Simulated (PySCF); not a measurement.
**Polarisability and C₆ of Mo⁺ (molybdenum, charge +1)**

[Kr] 4d5, high-spin 6S determinant. Computed with PySCF 2.14 in x2c-TZVPPall with one added diffuse shell each of s, p, d, f type (9s7p7d3f1g, 95 functions), with the spin-free X2C one-electron Hamiltonian (Gaussian nucleus). Coupled (time-dependent) response in atomic units; α is the mean over directions.

| method | mean α (bohr³) | C₆ (like pair) | S(−4) |
| --- | --- | --- | --- |
| UHF | 18.02 | 114.9 | 172.4 |
| PBE | 21.87 | 142.3 | 298.2 |
| PBE0 | 20.23 | 130.6 | 238.5 |

S(−4) is the Cauchy moment in α(ω) = α(0) + S(−4) ω² + …

α(iu) at PBE0:

| u (hartree) | α(iu) (bohr³) |
| --- | --- |
| 0 | 20.23 |
| 0.0500 | 19.67 |
| 0.100 | 18.24 |
| 0.200 | 14.80 |
| 0.300 | 12.02 |
| 0.500 | 8.502 |
| 0.750 | 6.037 |
| 1.00 | 4.555 |
| 1.50 | 2.868 |
| 2.00 | 1.959 |
| 3.00 | 1.065 |
| 5.00 | 0.4531 |

A single London oscillator, α(iu) = α/(1 + u²/ω²), gives C₆ = (3/4) ω α². Matching the computed C₆ needs ω = 4 × 130.6 / (3 × 20.23²) = 0.425 hartree.

For an ion, C₆ is the dispersion term alone; charge-induced terms of lower order in 1/R come first.
